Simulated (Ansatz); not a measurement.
Abridged output of a molecular run in Ansatz:

```
Functional definition: HF
1420 factors; integrals over basis functions are off by at most 7.8e-4 eV
mean field evaluation 1: about -11077.6296 eV, gradient 3.2e1 eV
mean field evaluation 2: about -11077.8407 eV, gradient 3.2e1 eV
mean field evaluation 4: about -11081.1194 eV, gradient 3.8e0 eV
mean field evaluation 8: about -11081.1736 eV, gradient 2.7e-1 eV
mean field -11081.17384711 eV, -407.2256277919 hartree, gradient 1.8e-6 eV, S^2 0.000000; 0 other end points of the search recorded, 0 dependent functions left out
8 core orbitals not correlated: weight in the atoms' cores, before any rotation towards them, 1.000 or more for the frozen orbitals, at most 0.000 for the correlated occupied ones
reference -11081.17384711 eV, -407.2256277919 hartree; 12, 12 occupied and 227, 227 virtual orbitals, 1420 factors
second order -17.20556504 eV of doubles, -0.00000000 eV of singles
cycle   1  -18.01218914 eV  change   -8.1e-1 eV  update   9.1e-2
cycle   2  -18.53206073 eV  change   -5.2e-1 eV  update   2.9e-2
cycle   3  -18.60830165 eV  change   -7.6e-2 eV  update   1.2e-2
cycle   4  -18.60485122 eV  change    3.5e-3 eV  update   3.3e-3
cycle   5  -18.60531354 eV  change   -4.6e-4 eV  update   1.1e-3
cycle   6  -18.60526059 eV  change    5.3e-5 eV  update   2.9e-4
cycle   7  -18.60522475 eV  change    3.6e-5 eV  update   8.2e-5
cycle   8  -18.60524381 eV  change   -1.9e-5 eV  update   2.9e-5
perturbative correction -0.76733722 eV, -0.0281991229 hartree
Total energy: -11100.54642814 eV, -407.9375570137 hartree
```

Its atoms:

Cartesian coordinates in Å:
```
C 0.628 1.367 -0.552
C 0.219 0.193 -0.075
C 1.186 -0.857 0.386
Si -1.610 -0.173 0.031
H -0.070 2.129 -0.886
H 1.685 1.614 -0.626
H 1.014 -1.118 1.435
H 2.221 -0.523 0.282
H 1.065 -1.782 -0.188
H -1.944 -1.389 -0.763
H -2.387 0.983 -0.486
H -2.007 -0.445 1.441
```

**Question.** Which basis set was used?
A. def2-SVPD
B. def2-TZVPP
C. cc-pV(Q+d)Z
D. def2-QZVPP

**Answer.** B. It gives 247 functions.

**Question.** Write the keys of the input that set method, charge and spin (a neutral closed shell needs none for the last two).

**Answer.** 
```yaml
correlation: {method: ccsd_t}
```
